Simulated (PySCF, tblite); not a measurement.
Isomers of C7H14O2Si, one GFN2-xTB conformer each. Single-point energies are computed at PBE0/pcSseg-1 (PySCF, gas phase, no added dispersion term), electronic only.

```json
{"SMILES": "COCC(=O)/C=C/[SiH](C)C", "GFN2-xTB relative energy (kJ/mol)": "122.7"}
{"SMILES": "CCC[Si@@H]1CC[C@@H]1OC=O", "GFN2-xTB relative energy (kJ/mol)": "0.0"}
```

Conformers: `[CH3:1][O:2][CH2:3][C:4](=[O:5])/[CH:6]=[CH:7]/[SiH:8]([CH3:9])[CH3:10]` with C1–O2–C3–C4 70°, O2–C3–C4–O5 -149°, C3–C4–C6–C7 -174°, C6–C7–Si8–C9 121°; `[CH3:1][CH2:2][CH2:3][Si@@H:4]1[CH2:5][CH2:6][C@@H:7]1[O:8][CH:9]=[O:10]` with C1–C2–C3–Si4 179°, C2–C3–Si4–C5 52°, C6–C7–O8–C9 -142°, C7–O8–C9–O10 0°, C3–Si4–C5–C6 -103°, Si4–C5–C6–C7 -18°, C5–C6–C7–O8 140°, C3–Si4–C7–C6 90°.

Problem. What does PBE0/pcSseg-1 give for the same structures?

Solution. 
```tsv
SMILES	PBE0/pcSseg-1 E (Eh)	PBE0/pcSseg-1 (kJ/mol)	GFN2-xTB (kJ/mol)	point group
CCC[Si@@H]1CC[C@@H]1OC=O	-714.43216	0.0	0.0	C1
COCC(=O)/C=C/[SiH](C)C	-714.41752	38.4	122.7	C1
```

Both levels put the same isomer lowest. As drawn, the lower has a four-membered ring and a C(=O)–O unit, which the higher lacks; the higher has a C=C bond outside aromatic rings, which the lower lacks.

Problem. Which frontier levels, dipoles and rotational constants go with these structures?

Solution. 
```csv
SMILES,"HOMO (eV, PBE0/pcSseg-1)",LUMO (eV),dipole (D),"A, B, C (MHz)"
CCC[Si@@H]1CC[C@@H]1OC=O,-7.37,0.00,1.25,"1342, 980.3, 763.7"
COCC(=O)/C=C/[SiH](C)C,-7.02,-1.94,2.02,"1899, 465.2, 423.3"
```

Problem. What happens when harmonic zero-point energies from GFN2-xTB frequencies are added?

Solution. 
| SMILES | ZPE (kJ/mol) | electronic (kJ/mol) | with ZPE (kJ/mol) |
| --- | --- | --- | --- |
| CCC[Si@@H]1CC[C@@H]1OC=O | 518.8 | 0.0 | 0.0 |
| COCC(=O)/C=C/[SiH](C)C | 501.8 | 38.4 | 21.4 |

The zero-point energies span 17.0 kJ/mol. The order is unchanged.
